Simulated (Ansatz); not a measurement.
`[CH3][In]([F])[SH]`, 8 atoms. Charge 0, multiplicity 1. Correlated methods include outer-core shells of In, which these sets cover unevenly. In takes the def2 core potential. All runs use 4 threads of an Arm Neoverse V1 on a shared host. Correlated methods freeze the cores.

Problem. How many basis functions does each run have, and how long does it take in Ansatz? RKS PBE0-D4/def2-TZVP frequencies; RKS PBE0-D4/def2-TZVP relaxation (9 steps); RKS ωB97M-V/def2-QZVPP energy; RHF-CCSD(T)/def2-SVP energy; RKS ωB97M-V/def2-SVP energy; direct RPA on PBE orbitals/def2-TZVPP energy; RKS PBE-QIDH (frozen core)/def2-TZVPP energy; RKS ωB97M-V/def2-TZVPP energy and forces; RKS PBE0-D4/def2-SVP energy; RKS BHLYP-D4/def2-TZVPP energy; RKS r2SCANh-D4/def2-TZVPP energy; RHF-CCSD(T)/def2-TZVPP energy. (Best estimate.)

Solution. Ansatz gave: Other jobs shared the machine, so times are rough.

```tsv
level	job	functions	wall time	peak host memory (GiB)
RKS PBE0-D4/def2-SVP	energy	92	0.95 s	0.16
RKS BHLYP-D4/def2-TZVPP	energy	210	2.3 s	0.49
RHF-CCSD(T)/def2-SVP	energy	92	3.2 s	0.35
RKS r2SCANh-D4/def2-TZVPP	energy	210	3.8 s	0.47
RKS PBE-QIDH (frozen core)/def2-TZVPP	energy	210	3.9 s	0.48
RKS ωB97M-V/def2-SVP	energy	92	4.1 s	0.26
direct RPA on PBE orbitals/def2-TZVPP	energy	210	4.2 s	0.46
RKS ωB97M-V/def2-TZVPP	energy and forces	210	8.5 s	0.7
RKS ωB97M-V/def2-QZVPP	energy	386	13 s	1.4
RKS PBE0-D4/def2-TZVP	relaxation (9 steps)	173	25 s	0.42
RHF-CCSD(T)/def2-TZVPP	energy	210	83 s	3.1
RKS PBE0-D4/def2-TZVP	frequencies	173	90 s	0.41
```
